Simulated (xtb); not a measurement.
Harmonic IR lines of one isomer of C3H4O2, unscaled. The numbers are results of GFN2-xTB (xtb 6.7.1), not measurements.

```json
[
 {"wavenumber (cm⁻¹)": "305", "relative intensity": "22"},
 {"wavenumber (cm⁻¹)": "347", "relative intensity": "100"},
 {"wavenumber (cm⁻¹)": "373", "relative intensity": "14"},
 {"wavenumber (cm⁻¹)": "701", "relative intensity": "8.3"},
 {"wavenumber (cm⁻¹)": "717", "relative intensity": "3.7"},
 {"wavenumber (cm⁻¹)": "963", "relative intensity": "28"},
 {"wavenumber (cm⁻¹)": "1018", "relative intensity": "12"},
 {"wavenumber (cm⁻¹)": "1047", "relative intensity": "24"},
 {"wavenumber (cm⁻¹)": "1064", "relative intensity": "3.4"},
 {"wavenumber (cm⁻¹)": "1122", "relative intensity": "41"},
 {"wavenumber (cm⁻¹)": "1171", "relative intensity": "90"},
 {"wavenumber (cm⁻¹)": "1215", "relative intensity": "72"},
 {"wavenumber (cm⁻¹)": "1328", "relative intensity": "25"},
 {"wavenumber (cm⁻¹)": "1758", "relative intensity": "76"},
 {"wavenumber (cm⁻¹)": "2995", "relative intensity": "9.8"},
 {"wavenumber (cm⁻¹)": "3003", "relative intensity": "11"},
 {"wavenumber (cm⁻¹)": "3170", "relative intensity": "9.9"},
 {"wavenumber (cm⁻¹)": "3534", "relative intensity": "13"}
]
```

**Question.** Identify which structure gives these lines.
A. `O=CCC=O`
B. `O=C/C=C\O`
C. `OC1=COC1`
D. `O/C=C1/CO1`

**Answer.** C, `OC1=COC1`
